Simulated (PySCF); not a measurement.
CH7F2NSi2, SMILES CN([SiH2]F)[SiH2]F. Atoms are numbered in the order given.

```xyz
13

Si     1.5512     0.0298    -0.3975
F      2.4037     1.1382     0.4646
N     -0.0086    -0.2869     0.3104
C     -0.1044    -1.1828     1.4781
Si    -1.4766     0.4697    -0.2539
F     -2.4372    -0.6320    -1.0019
H      1.3443     0.5892    -1.7681
H      2.3608    -1.2303    -0.3612
H     -0.2003    -0.6202     2.4321
H     -0.9761    -1.8641     1.3895
H      0.7987    -1.8230     1.5548
H     -2.2759     0.9759     0.9081
H     -1.1084     1.5299    -1.2408
```

Geometry optimised at PBE-D3(BJ)/def2-SVP. The structure was generated by enumeration, and PubChem lists no compound with its InChIKey, so it may never have been made. The values are those of a single conformer.

All values below come from PBE-D3(BJ)/def2-SVP (PySCF 2.14.0).

Frequencies are harmonic and unscaled.

| mode | ν (cm⁻¹) | IR (km/mol) | moving atoms (share of kinetic energy) |
|---|---|---|---|
| 1 | 49 | 2.2 | F 54 %, Si 17 %, H 15 % |
| 2 | 53 | 1.9 | F 54 %, H 17 %, Si 16 % |
| 3 | 89 | 0.3 | H 92 % |
| 4 | 122 | 2.8 | F 37 %, C 25 %, H 21 %, N 11 % |
| 5 | 208 | 1.0 | F 45 %, Si 36 %, H 13 % |
| 6 | 235 | 1.8 | Si 29 %, F 26 %, H 21 %, C 13 %, N 11 % |
| 7 | 263 | 0.5 | H 34 %, C 30 %, Si 22 %, N 12 % |
| 8 | 383 | 39.8 | N 54 %, Si 21 %, F 16 % |
| 9 | 556 | 0.3 | Si 54 %, H 24 %, C 14 % |
| 10 | 596 | 8.9 | H 70 %, Si 25 % |
| 11 | 691 | 82.0 | H 61 %, Si 22 %, C 11 % |
| 12 | 741 | 18.0 | H 93 % |
| 13 | 764 | 2.2 | H 94 % |
| 14 | 831 | 52.7 | F 55 %, Si 22 %, H 19 % |
| 15 | 838 | 2.8 | F 51 %, H 27 %, Si 21 % |
| 16 | 878 | 232.7 | H 92 % |
| 17 | 912 | 66.2 | H 87 % |
| 18 | 918 | 130.4 | H 67 %, N 21 %, Si 10 % |
| 19 | 943 | 75.4 | H 63 %, Si 27 % |
| 20 | 946 | 436.8 | H 50 %, Si 27 %, N 15 % |
| 21 | 1091 | 8.1 | H 74 %, C 19 % |
| 22 | 1122 | 151.1 | N 60 %, C 29 %, H 8 % |
| 23 | 1171 | 86.1 | H 48 %, N 32 %, C 17 % |
| 24 | 1396 | 0.8 | H 88 %, C 11 % |
| 25 | 1422 | 6.2 | H 97 % |
| 26 | 1431 | 14.0 | H 97 % |
| 27 | 2192 | 188.7 | H 97 % |
| 28 | 2197 | 7.5 | H 97 % |
| 29 | 2214 | 15.8 | H 96 % |
| 30 | 2225 | 189.3 | H 96 % |
| 31 | 2948 | 46.2 | H 97 % |
| 32 | 3029 | 14.9 | H 90 %, C 10 % |
| 33 | 3046 | 9.0 | H 90 %, C 10 % |
